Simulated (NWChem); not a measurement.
System: CHClF$_{2}$; SMILES C(F)(Cl)F

Here is an NWChem input.

```
start job
memory heap 200 mb stack 900 mb global 1100 mb
geometry units angstroms noautoz
  F     -0.144391     1.032874     1.079018
  C      0.364219     0.447702     0.000000
  F     -0.144391     1.032874    -1.079018
  Cl    -0.053378    -1.271320     0.000000
  H      1.461076     0.542661     0.000000
end
basis spherical
  * library def2-svpd
end
dft
  xc pbe0
  iterations 150
end
tddft
  cis
  nroots 6
  notriplet
end
task tddft energy
```

NWChem printed, in part:

```
             Northwest Computational Chemistry Package (NWChem) 7.3.0
             --------------------------------------------------------

 CS  symmetry detected

                             Geometry "geometry" -> ""
                             -------------------------

 Output coordinates in angstroms (scale by  1.889725989 to convert to a.u.)

  No.       Tag          Charge          X              Y              Z
 ---- ---------------- ---------- -------------- -------------- --------------
    1 F                    9.0000    -0.14204313    -1.02871788     1.07901800
    2 C                    6.0000     0.36332721    -0.44074576     0.00000000
    3 F                    9.0000    -0.14204313    -1.02871788    -1.07901800
    4 Cl                  17.0000    -0.06375758     1.27594364     0.00000000
    5 H                    1.0000     1.46069194    -0.52964537     0.00000000

 Effective nuclear repulsion energy (a.u.)     168.4539071105

      Symmetry information
      --------------------

 Group name             Cs
 Group number              2
 Group order               2
 No. of unique centers     4

                                 NWChem DFT Module
                                 -----------------

 Summary of "ao basis" -> "ao basis" (spherical)
 ------------------------------------------------------------------------------
       Tag                 Description            Shells   Functions and Types
 ---------------- ------------------------------  ------  ---------------------
 F                         def2-svpd                 9       23   4s3p2d
 C                         def2-svpd                 8       20   4s2p2d
 Cl                        def2-svpd                11       27   5s4p2d
 H                         def2-svpd                 4        8   2s2p

      Symmetry analysis of basis
      --------------------------

        a'         62
        a"         39

            General Information
            -------------------
          SCF calculation type: DFT
          Wavefunction type:  closed shell.
          No. of atoms     :     5
          No. of electrons :    42
           Alpha electrons :    21
            Beta electrons :    21
          Charge           :     0
          Spin multiplicity:     1
          Use of symmetry is: off; symmetry adaption is: on
          Maximum number of iterations: 150
          AO basis - number of functions:   101
                     number of shells:    41
          Convergence on energy requested:  1.00D-06
          Convergence on density requested:  1.00D-05
          Convergence on gradient requested:  5.00D-04

              XC Information
              --------------
                         PBE0 Method XC Functional
                     Hartree-Fock (Exact) Exchange  0.250
          PerdewBurkeErnzerhof Exchange Functional  0.750
            Perdew 1991 LDA Correlation Functional  1.000 local
           PerdewBurkeErnz. Correlation Functional  1.000 non-local

             Grid Information
             ----------------
          Grid used for XC integration:  medium
          Radial quadrature: Mura-Knowles
          Angular quadrature: Lebedev.
          Tag              B.-S. Rad. Rad. Pts. Rad. Cut. Ang. Pts.
          ---              ---------- --------- --------- ---------
          F                   0.50       49          11.0       434
          C                   0.70       49          10.0       434
          Cl                  1.00       88          10.0       590
          H                   0.35       45          10.0       434
          Grid pruning is: on
          Number of quadrature shells:   280
          Spatial weights used:  Erf1

      Superposition of Atomic Density Guess
      -------------------------------------

 Sum of atomic energies:        -696.04839588

      Non-variational initial energy
      ------------------------------

 Total energy =    -697.197025
 1-e energy   =   -1299.075954
 2-e energy   =     433.425022
 HOMO         =      -0.404149
 LUMO         =       0.083263

      Symmetry analysis of molecular orbitals - initial
      -------------------------------------------------

  Numbering of irreducible representations:

     1 a'          2 a"

  Orbital symmetries:

     1 a'          2 a'          3 a"          4 a'          5 a'
     6 a'          7 a'          8 a"          9 a'         10 a"
    11 a'         12 a'         13 a"         14 a'         15 a'
    16 a"         17 a"         18 a'         19 a'         20 a"
    21 a'         22 a'         23 a'         24 a'         25 a"
    26 a'         27 a"         28 a'         29 a'         30 a'
    31 a"

[...]

                                NWChem TDDFT Module
                                -------------------

            General Information
            -------------------
           No. of orbitals :     202
            Alpha orbitals :     101
             Beta orbitals :     101
        Alpha frozen cores :       0
         Beta frozen cores :       0
     Alpha frozen virtuals :       0
      Beta frozen virtuals :       0
         Spin multiplicity :       1
    Number of AO functions :     101
        Use of symmetry is : off
      Symmetry adaption is : on
         Schwarz screening :  0.10D-07

              XC Information
              --------------
                  PBE0 Method XC Functional
              Hartree-Fock (Exact) Exchange   0.25
   PerdewBurkeErnzerhof Exchange Functional   0.75
     Perdew 1991 LDA Correlation Functional   1.00 local
    PerdewBurkeErnz. Correlation Functional   1.00 non-local

             TDDFT Information
             -----------------
          Calculation type : Tamm-Dancoff TDDFT
         Wavefunction type : Restricted singlets
          No. of electrons :      42
           Alpha electrons :      21
            Beta electrons :      21
              No. of roots :       6
          Max subspacesize :    5200
            Max iterations :     100
               Target root :       1
           Target symmetry : none
      Symmetry restriction : off
                 Algorithm : Optimal
        Davidson threshold :  0.10D-03

    6 smallest eigenvalue differences (eV)
--------------------------------------------------------
  No. Spin  Occ  Vir  Irrep   E(Occ)    E(Vir)   E(Diff)
--------------------------------------------------------
    1    1   21   22 a'       -0.357     0.003     9.786
    2    1   20   22 a"       -0.359     0.003     9.852
    3    1   21   23 a'       -0.357     0.031    10.547
    4    1   20   23 a"       -0.359     0.031    10.613
    5    1   19   22 a'       -0.406     0.003    11.116
    6    1   21   24 a'       -0.357     0.065    11.476
--------------------------------------------------------

  Entering Davidson iterations
  Restricted singlet excited states

  Iter   NTrls   NConv    DeltaV     DeltaE      Time
  ----  ------  ------  ---------  ---------  ---------
    1      6       0     0.13E+00   0.10+100        8.5
    2     12       0     0.25E-01   0.23E-01       10.5
    3     18       0     0.12E-01   0.18E-02        7.9
    4     24       0     0.59E-02   0.34E-03       10.5
    5     30       0     0.43E-02   0.14E-03       10.2
    6     36       3     0.15E-02   0.34E-04        9.6
    7     39       5     0.28E-01   0.26E-02        6.5
    8     40       5     0.83E-02   0.17E-02        5.7
    9     41       5     0.44E-02   0.22E-03        5.5
   10     42       5     0.13E-02   0.30E-04        5.9
   11     43       5     0.78E-03   0.35E-05        8.2
   12     44       5     0.52E-03   0.13E-05        6.5
   13     45       5     0.23E-03   0.39E-06        6.8
   14     46       6     0.70E-04   0.67E-07        5.3
  ----  ------  ------  ---------  ---------  ---------
  Convergence criterion met

  Ground state a'       -697.900002403065 a.u.

  ----------------------------------------------------------------------------
  Root   1 singlet a'             0.295781421 a.u.                8.0486 eV
  ----------------------------------------------------------------------------
     Transition Moments    X -0.06195   Y  0.19677   Z -0.00000
     Dipole Oscillator Strength                    0.0083918091
     Electric Quadrupole                           0.0000000030
     Magnetic Dipole                               0.0000001939
     Total Oscillator Strength                     0.0083920059

     Occ.   21  a'  ---  Virt.   22  a'      -0.97601
     Occ.   21  a'  ---  Virt.   23  a'       0.13595
     Occ.   21  a'  ---  Virt.   26  a'       0.09994
  ----------------------------------------------------------------------------
  Root   2 singlet a"             0.298167228 a.u.                8.1135 eV
  ----------------------------------------------------------------------------
     Transition Moments    X  0.00000   Y -0.00000   Z  0.02370
     Dipole Oscillator Strength                    0.0001116325
     Electric Quadrupole                           0.0000000141
     Magnetic Dipole                               0.0000007357
     Total Oscillator Strength                     0.0001123823

     Occ.   20  a"  ---  Virt.   22  a'      -0.98121
     Occ.   20  a"  ---  Virt.   23  a'       0.10789
     Occ.   20  a"  ---  Virt.   26  a'       0.09312
     Occ.   20  a"  ---  Virt.   36  a'       0.05043
  ----------------------------------------------------------------------------
  Root   3 singlet a'             0.339531909 a.u.                9.2391 eV
  ----------------------------------------------------------------------------
     Transition Moments    X  0.26185   Y  0.37352   Z  0.00000
     Dipole Oscillator Strength                    0.0470997454
     Electric Quadrupole                           0.0000007849
     Magnetic Dipole                               0.0000010938
     Total Oscillator Strength                     0.0471016241

[...]
```

Level: PBE0/def2-SVPD, TDA. All runs use the structure optimised with PBE0/def2-SVP.
